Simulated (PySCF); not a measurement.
**Nuclear quadrupole coupling in `N[SiH2][C@@H]1CC=C[C@@H]1F`**

Compound: C₅H₁₀FNSi.
Z-matrix (Å and degrees, GFN2-xTB geometry), rows numbered from 1:
```
N 
Si  1  1.7214
C   2  1.9069  1  106.03
C   3  1.5398  2  112.85  1  -179.78
C   4  1.4946  3  104.39  2  -132.06
C   5  1.3218  4  112.67  3     4.92
C   6  1.4979  5  111.43  4     0.96
F   7  1.4017  3  111.45  2    14.11
H   1  1.0086  2  117.36  3   -55.08
H   1  1.0072  2  117.90  3   170.96
H   2  1.4654  1  105.67  3  -115.49
H   2  1.4684  1  117.68  3   121.22
H   3  1.0908  2  109.27  1   -58.72
H   4  1.0916  3  111.80  2   107.26
H   4  1.0938  3  112.44  2   -13.25
H   5  1.0772  4  121.48  3  -175.50
H   6  1.0758  5  127.19  4   178.32
H   7  1.0967  3  113.36  2  -102.85
```

Field gradients from the PBE0/pcSseg-1 density (PySCF, non-relativistic), principal values in atomic units, ordered |Vxx| ≤ |Vyy| ≤ |Vzz|:

```json
{"atom": "N1", "Vxx": "0.3067", "Vyy": "0.6020", "Vzz": "-0.9087"}
```

Q: Find the asymmetry η = (Vxx − Vyy)/Vzz and the couplings χ = eQV/h (234.96 MHz × Q in barn × V in au), with Q(14N) = 0.02044 b.

A: 
```tsv
atom	environment	nucleus	η	χzz (MHz)	χxx (MHz)	χyy (MHz)
N1	silicon-bound nitrogen	14N	0.33	-4.364	1.473	2.891
```

The tensor is traceless: Vxx + Vyy + Vzz = 0.

Q: What is Vzz at N1 in SI units (1 au = 9.71736 × 10²¹ V/m²)?

A: -0.9087 au = -8.830 × 10²¹ V/m².

Q: What couplings would deuterons (Q(2H) = 0.00286 b) have in place of the hydrogens, at this geometry?

A: 
```tsv
atom	bonded to	bond length (Å)	Vzz (au)	η	χzz (kHz)
H9	N1	1.009	0.4225	0.16	284
H10	N1	1.007	0.4302	0.16	289
H11	Si2	1.465	0.1606	0.03	108
H12	Si2	1.468	0.1573	0.04	106
H13	C3	1.091	0.3094	0.05	208
H14	C4	1.092	0.3061	0.02	206
H15	C4	1.094	0.3004	0.05	202
H16	C5	1.077	0.3354	0.03	225
H17	C6	1.076	0.3388	0.05	228
H18	C7	1.097	0.2856	0.06	192
```

One conformer (not necessarily the lowest) at the GFN2-xTB geometry, without solvent, vibrations or thermal averaging. GFN2-xTB bond lengths can be off by several hundredths of an ångström, more for odd bonds, and the gradients follow them. A larger basis could move these couplings by a tenth or more.
